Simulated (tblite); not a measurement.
Compound: C₄H₁₁NSi.
Geometry (GFN2-xTB, Å), atoms numbered from 1 in this order:
```
atom  x, y, z in Å
C1    -1.9165   -0.7011    1.0141
C2    -1.3657    0.3780    0.4693
N3    -0.2694    0.4550   -0.3655
Si4    0.4772    1.9727   -0.7419
C5     0.4046   -0.7771   -0.7131
C6     1.3699   -1.2475    0.3720
H7    -2.7999   -0.6015    1.6182
H8    -1.5401   -1.7001    0.8910
H9    -1.8089    1.3461    0.6609
H10   -0.5834    2.9754   -0.7072
H11    1.5431    2.3380    0.2032
H12    1.0456    1.8130   -2.0804
H13    0.9594   -0.6084   -1.6394
H14   -0.3465   -1.5478   -0.9082
H15    0.8407   -1.4019    1.3087
H16    1.8408   -2.1816    0.0756
H17    2.1421   -0.4991    0.5330
```

Computed values, GFN2-xTB/tblite, gas phase, harmonic and unscaled. Against measured fundamentals such values can be off by several per cent, at times by over 20. Modes of hydrogen on silicon can be 10 to 20 % off. One conformer, not necessarily the lowest.

Harmonic wavenumbers (cm⁻¹): 61.6, 99.8, 150.5, 191.0, 194.8, 262.3, 363.1, 434.6, 478.8, 572.6, 604.5, 640.1, 697.8, 754.6, 800.3, 809.7, 822.8, 830.7, 971.5, 993.0, 1019.1, 1078.7, 1094.8, 1197.4, 1247.8, 1286.1, 1333.9, 1346.9, 1401.0, 1423.6, 1489.0, 1489.8, 1502.6, 1700.4, 2188.3, 2260.5, 2284.6, 2945.4, 2962.7, 3037.0, 3037.8, 3048.6, 3053.7, 3126.3, 3146.0.

A = 3449, B = 2325, C = 1550 MHz; mass 101.066 u (most abundant isotopes); point group C1, symmetry number 1.

**Question.** What is the zero-point energy?

**Answer.** ½Σν̃ = 30218 cm⁻¹ = 361.49 kJ/mol.

**Question.** Entropy at 500 K, 1 bar (ideal gas, RRHO, classical rotation)?

**Answer.** Translation 177.17, rotation 122.13, vibration 166.59: S = 465.9 J/(mol K).

**Question.** And Cp and H(500 K) − H(0)?

**Answer.** Cp = 207.88 J/(mol K), of which vibrations give 174.62 (their classical limit is 45 R = 374.2); H(500 K) − H(0) = 60.91 kJ/mol without the zero-point energy, 44.28 from vibrations.

**Question.** Which modes carry the vibrational entropy at 500 K?

**Answer.** 61.6 cm⁻¹: 22.71; 99.8 cm⁻¹: 18.72; 150.5 cm⁻¹: 15.34; 191.0 cm⁻¹: 13.39; 194.8 cm⁻¹: 13.24; 262.3 cm⁻¹: 10.85 J/(mol K); the other 39 give 72.34 together.

**Question.** What must be added to the electronic energy to get the Gibbs energy at 500 K and 1 bar?

**Answer.** ZPE + [H(500 K) − H(0)] − T·S = 361.49 + 60.91 − 232.94 = 189.46 kJ/mol.

Hindered rotation and anharmonicity are outside this model. Other conformers, if any are populated, would add a mixing term that is left out. The structure is chiral; the term R ln 2 for an equal mix with its mirror image is left out.
